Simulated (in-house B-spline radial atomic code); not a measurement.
A run on As (an excited or competing configuration) that did not converge. Method: scalar-relativistic (X2C) wB97X, spin-polarised, spherical fractional occupations, exact exchange averaged over the configuration, Fermi nucleus of rms radius 4.0968 fm; computed with a B-spline radial code for spherical atoms.

Command:
```bash
python run_scf.py task.json out
```
Settings (nuclear radius in fm, mass in u):
```
Z                33
configuration    [Ar] 3d9 4s2 4p3 5d1
hamiltonian      x2c
method           wb97x
spin_polarised   True
nucleus          fermi
rms_radius       4.0968
atomic_mass      74.92159
speed_of_light   137.035999084
exact_exchange   averaged over the configuration
```

First and last ten iterations of the last attempt (damped for 15 steps, keeping 80 % of the old Fock matrix, then DIIS):
```
 iter        energy (Eh)    residual
    1       -2257.880642    3.90e-01
    2       -2258.499866    1.61e-01
    3       -2258.828485    9.93e-02
    4       -2258.962231    6.04e-02
    5       -2259.015535    3.64e-02
    6       -2259.036370    2.19e-02
    7       -2259.044426    1.44e-02
    8       -2259.047679    1.14e-02
    9       -2259.049072    9.23e-03
   10       -2259.049657    7.51e-03
  111       -2259.050578    1.13e-03
  112       -2259.050580    1.08e-03
  113       -2259.050456    1.69e-03
  114       -2259.050411    2.38e-03
  115       -2259.050332    8.24e-04
  116       -2259.050482    7.88e-04
  117       -2259.050705    9.52e-04
  118       -2259.050648    9.86e-04
  119       -2259.050894    1.97e-03
  120       -2259.050433    6.64e-04
 not converged after 120 iterations
```

The smallest residual met was 5.0e-04; the threshold is about 3e-07. No energy from this run should be used. Cost of the run: 35 s on 1 thread of Arm Neoverse N1 (shared host).
